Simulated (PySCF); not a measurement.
Geometries of 3 isomers of C2H8FNSi, from PBE0-D3(BJ)/def2-SVP geometry optimisation, gas phase in PySCF 2.14.0. One conformer each, no zero-point energy, no frequencies.

Question: Which is lowest in electronic energy at this level?
A.
```xyz
13
angstrom
C     -1.717    0.637    0.103
N     -1.012   -0.533   -0.366
Si     0.673   -0.686   -0.628
C      1.654    0.120    0.731
F      1.173    0.028   -2.015
H     -2.504    0.374    0.830
H     -2.190    1.220   -0.708
H     -1.021    1.313    0.622
H     -1.612   -1.225   -0.800
H      0.948   -2.137   -0.805
H      1.456    1.202    0.782
H      1.424   -0.323    1.711
H      2.731   -0.003    0.538
```
B.
```xyz
13
angstrom
C     -0.829   -1.309   -0.345
N     -0.061   -0.135   -0.006
C     -0.839    1.073    0.124
Si     1.650   -0.119   -0.082
F      2.248    0.145   -1.578
H     -1.610   -1.504    0.413
H     -1.335   -1.212   -1.325
H     -0.181   -2.197   -0.391
H     -1.336    1.359   -0.823
H     -1.629    0.953    0.888
H     -0.202    1.914    0.434
H      2.151   -1.459    0.323
H      2.148    1.001    0.759
```
C.
```xyz
13
angstrom
C      1.342   -0.302    0.639
C      0.643    0.234   -0.587
F      0.662    1.636   -0.545
Si    -1.202   -0.221   -0.716
N     -1.935    0.538    0.657
H      1.404   -1.400    0.595
H      0.792   -0.028    1.552
H      2.365    0.100    0.709
H      1.189   -0.068   -1.500
H     -1.415   -1.698   -0.620
H     -1.683    0.229   -2.065
H     -2.905    0.356    0.889
H     -1.712    1.519    0.800
```

Answer: A. That is `CN[Si@H](C)F`, 16.1 kcal/mol below the next.

```tsv
SMILES	atoms numbered as above	E (Eh)	relative (kcal/mol)	relative (kJ/mol)	dipole (D)
CN[Si@H](C)F	[CH3:1][NH:2][Si@H:3]([CH3:4])[F:5]	-524.56646	0.0	0.0	2.06
CN(C)[SiH2]F	[CH3:1][N:2]([CH3:3])[SiH2:4][F:5]	-524.54086	16.1	67.2	2.08
C[C@H](F)[SiH2]N	[CH3:1][C@H:2]([F:3])[SiH2:4][NH2:5]	-524.48905	48.6	203.2	1.10
```

As drawn, the lowest has an Si–F bond, which the highest lacks.
